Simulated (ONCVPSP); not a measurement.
He (Z = 2): one change to an ONCV potential, before and after

```json
{
 "Element": "He",
 "Generator": "ONCVPSP 4.0.1",
 "Type": "optimised norm-conserving Vanderbilt (ONCV)",
 "Functional": "LDA (Perdew-Zunger)",
 "Relativity": "scalar-relativistic",
 "Frozen core": "none",
 "Valence charge": "2",
 "Reference configuration": "1s2",
 "Partial waves": "1s: rc 0.50 bohr, ncon 4, nbas 7, qcut 15.7 1/bohr, 1 projector; p scattering state at 0.23 Ha: rc 0.50 bohr, ncon 4, nbas 7, qcut 17.2 1/bohr, 1 projector",
 "Local potential": "polynomial inside 0.40 bohr (lpopt 5, dvloc0 0 Ha)",
 "Core correction": "none"
}
```

Change: s: qcut 11.8; p: qcut 12.9.

Cutoffs: the cutoffs (Ha) at which the residual kinetic energy of the hardest occupied pseudo-wave falls to 1 and 0.1 mHa per electron; they do not see the model core or the augmentation charge, which bear on the density cutoff. Errors are all-electron minus pseudo energies relative to the spin-unpolarised reference configuration.

Problem. Predict the effect on cutoff, ghosts and configuration errors.

Solution. The potential gets harder (92 Ha and 131 Ha → 94 Ha and 418 Ha); neither file shows a bound ghost.

| quantity | base | changed |
| --- | --- | --- |
| cutoff, loose | 92 Ha | 94 Ha |
| cutoff, tight | 131 Ha | 418 Ha |
| bound ghosts | none | none |
| GHOST(+) flags under 300 eV | none | none |
| error for 1s1, meV [ΔE 26.49 eV] | +2.0 | +3.9 |
| error for 1s1.5, meV [ΔE 10.37 eV] | 0.0 | +0.3 |
| s: phases at 0.51 bohr within 0.05 rad from the reference energy up to (Ha; the scan ends near 5) | to the end of the scan | to the end of the scan |
| p: phases at 0.51 bohr within 0.05 rad from the reference energy up to (Ha; the scan ends near 5) | to the end of the scan | to the end of the scan |
